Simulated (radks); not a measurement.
Computed order of ionisation of ruthenium. At each step one electron was removed from each of the four highest sub-shells of the ion before, moves of one valence electron (up to charge 6) and the configuration listed by NIST were tried, and the lowest configuration was kept. Method: non-relativistic Kohn-Sham, PBE, spin-polarised, spherical densities, point nucleus; computed with a radial shooting solver on a logarithmic mesh with Libxc functionals. Open shells are filled with parallel spins first.

\begin{tabular}{lrrrrrr}
species & lowest configuration found & NIST configuration & margin to the next tried (eV) & IE (eV) & NIST IE (eV) & kind \\ \hline
Ru & [Kr] 4d7 5s1 & same & 0.447 & 7.289 & 7.361 & exp. \\
Ru+ & [Kr] 4d7 & same & 1.563 & 16.981 & 16.8 & semi-emp. \\
Ru2+ & [Kr] 4d6 & same & 4.085 & 28.841 & 28.470 & semi-emp. \\
Ru3+ & [Kr] 4d5 & same & 11.637 & 46.542 & 45 & theory \\
Ru4+ & [Kr] 4d4 & same & 15.769 & 61.617 & 59 & theory \\
Ru5+ & [Kr] 4d3 & same & 20.132 & 77.631 & 76 & theory \\
Ru6+ & [Kr] 4d2 & same & 24.676 & 94.466 & 93 & theory \\
Ru7+ & [Kr] 4d1 & same & 43.786 & 112.02 & 110 & theory \\
Ru8+ & [Kr] & same & 45.883 & 178.38 & 178.41 & semi-emp. \\
Ru9+ & [Ar] 3d10 4s2 4p5 & same & 28.786 & 198.92 & 198 & theory \\
Ru10+ & [Ar] 3d10 4s2 4p4 & same & 29.218 & 219.56 & 220 & theory \\
Ru11+ & [Ar] 3d10 4s2 4p3 & same & 29.647 & 247.13 & 245 & theory \\
Ru12+ & [Ar] 3d10 4s2 4p2 & same & 23.269 & 269.35 & 271 & theory \\
Ru13+ & [Ar] 3d10 4s2 4p1 & same & 25.405 & 291.55 & 295.9 & semi-emp. \\
\end{tabular}

Reference values: NIST Atomic Spectra Database (exp. = measured, semi-emp. = semi-empirical, theory = theoretical value adopted there). Relativity is left out here, which matters for elements this heavy. Open shells are spherical and high-spin; term and fine-structure splittings are not resolved.
